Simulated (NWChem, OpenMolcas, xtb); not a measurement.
The dipole moment down a group: O to Se

One atom is swapped for its congeners: H2CO (formaldehyde) `C=O`; CH2S (methanethial) `C=S`; CH2Se (methaneselone) `C=[Se]`. All are singlets with charge 0.

Shapes, held fixed at every level: PBE0-D4/def2-TZVP. Programs: NWChem 7.3.0, OpenMolcas 26.06, xtb 6.7.1. A level may come from different programs for different species; with the same settings they agree closely. Values in D.

```tsv
level	H2CO	CH2S	CH2Se
GFN0-xTB	2.04	2.84	3.33
HF/def2-TZVPP	2.76	2.09	1.98
SVWN5/def2-TZVPP	2.20	1.62	1.46
TPSS/def2-TZVPP	2.18	1.70	1.54
r2SCAN/def2-TZVPP	2.23	1.75	1.60
BHLYP/def2-TZVPP	2.51	1.82	1.66
B3LYP/def2-TZVPP	2.31	1.68	1.51
measured	2.33	1.65	–
```

At B3LYP/def2-TZVPP the dipole moment falls at every step, from 2.31 to 1.51 D. 6 of 7 levels show this order throughout; 6 agree on the largest and the smallest. Measured values: NIST CCCBDB. Relativity is left out for Se unless named. GFN0-xTB strays far from the other rows.
